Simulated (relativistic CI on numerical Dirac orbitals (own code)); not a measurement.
Method of calculation: Dirac-Coulomb-Breit CI, separate exchange-only KLI orbitals for each configuration, QED by a radiative potential, unscaled Slater integrals (own radial code, finite nucleus).

CI space (outside the closed core 1s2): 2s2, 2s.2p, 2p2, 2p.3s, 2p.3p, 2s.3s, 2s.3p, 2s.3d, 2s.4s, 2s.4p, 2s.4d, 2s.4f, 2s.5s, 3s2, 2s.5p, 2s.5d, 2s.5f, 2s.5g, 3s.3p, 3p2. Levels of other configurations are missing.

At this charge energies of transitions that change n are usually good to better than 1 %, and those within a shell (Δn = 0) to a few per cent.

Outline of the computed level scheme of Hf LXIX. Lowest level of each configuration: 2s2 1S_0 at 0.0 eV; 2s.2p 3P°_0 at 164.5 eV; 2p2 3P_0 at 465.1 eV; 2s.3s 3S_1 at 10311.0 eV; 2s.3p 3P°_0 at 10388.6 eV; 2p.3s 3P°_0 at 10515.7 eV; 2p.3p 3D_1 at 10562.5 eV; 2s.3d 3D_1 at 10807.7 eV; 2s.4s 3S_1 at 13839.7 eV.

Some strong electric-dipole decays among the lowest 36 levels: 2s.3d 3D_3 → 2s.2p 3P°_2 (1.5e+15 s⁻¹); 2s.3d 3D_2 → 2s.2p 3P°_1 (1.4e+15 s⁻¹); 2s.3d 1D_2 → 2s.2p 1P°_1 (1.3e+15 s⁻¹); 2s.3d 3D_1 → 2s.2p 3P°_0 (9.2e+14 s⁻¹); 2p.3p 3P_0 → 2s.2p 3P°_1 (6.7e+14 s⁻¹); 2s.3p 1P°_1 → 2s2 1S_0 (6.0e+14 s⁻¹); 2p.3p 3P_1 → 2s.2p 3P°_2 (5.2e+14 s⁻¹); 2p.3p 3D_1 → 2s.2p 3P°_1 (4.7e+14 s⁻¹).

LS names give the leading component of a level, which can be under half, so a name can repeat, a term be missing and a line seem to break the LS rules.
